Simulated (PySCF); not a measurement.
Compound: C5H2FNP2.
Geometry (GFN2-xTB, Å), atoms numbered from 1 in this order:
```xyz
11
C5H2FNP2 angstrom
N      3.3945   -0.0772    0.0108
C      2.2492   -0.0516    0.0060
C      0.8284   -0.0189    0.0002
C      0.2386    1.1953    0.3328
P     -1.4460    1.5819    0.4238
C     -2.1506    0.0501   -0.0117
F     -3.5106    0.0812   -0.0154
P     -1.5144   -1.5136   -0.4392
C      0.1853   -1.2046   -0.3361
H      0.9106    2.0124    0.5678
H      0.8203   -2.0524   -0.5649
```

Computed, not measured: PySCF, TDDFT CAM-B3LYP/def2-SVPD, vertical, gas phase, core orbitals frozen in the response.

Ground-to-excited transition dipoles (e·a0, same axes as the geometry; the sign carries no meaning), for the states with f of 0.002 or more among the lowest 8:

```json
{"state": "S2", "E (eV)": "4.457", "μx": "-0.002", "μy": "-0.114", "μz": "0.407"}
{"state": "S5", "E (eV)": "5.209", "μx": "1.739", "μy": "-0.040", "μz": "0.006"}
{"state": "S6", "E (eV)": "5.311", "μx": "-0.034", "μy": "-1.539", "μz": "-0.429"}
{"state": "S8", "E (eV)": "5.886", "μx": "-0.001", "μy": "-0.050", "μz": "0.179"}
```

**Question.** Work out the oscillator strengths.

**Answer.** f = (2/3) ΔE |μ|² with ΔE in hartree (27.2114 eV).

```csv
state,|μ|² (au),|μ| (D),f
S2,0.179,1.08,0.020
S5,3.025,4.42,0.386
S6,2.553,4.06,0.332
S8,0.034,0.47,0.005
```

**Question.** What is the point group, and which symmetry does each of these states have?

**Answer.** C2v. The ground state is totally symmetric, so the direction of μ fixes the label. Polarised along the twofold axis, so A1: S5. Polarised across the twofold axis, so B1 or B2: S2, S6 and S8. Which of B1 and B2 hangs on the choice of axes; S2 and S8 take one label and S6 the other.

**Question.** All atoms lie in one plane. Which transitions are polarised in it and which across it?

**Answer.** In the plane: S5 and S6. Perpendicular: S2 and S8. States polarised in the plane are symmetric under reflection in it, those polarised across it antisymmetric.

**Question.** Which bond between heavy atoms lies closest to the direction of the S5 transition dipole?

**Answer.** C2–C3, C6–F7 and N1–C2, at 0° from it; next C4–P5 and P8–C9 at 12°.

**Question.** What angle do the transition dipoles of S5 and S6 make?

**Answer.** |cos θ| = |μa·μb| / (|μa| |μb|) = 0.00, so θ ≈ 90° (taken between 0 and 90°, since the signs are arbitrary).

**Question.** What peak molar absorption coefficient would the strongest computed level give as a lone Gaussian band 0.4 eV wide at half height?

**Answer.** ε(max) = 2.175×10⁸ f / FWHM, with the width in cm⁻¹. S5: 2.175×10⁸ × 0.3860 / 3226 ≈ 26000 L mol⁻¹ cm⁻¹.
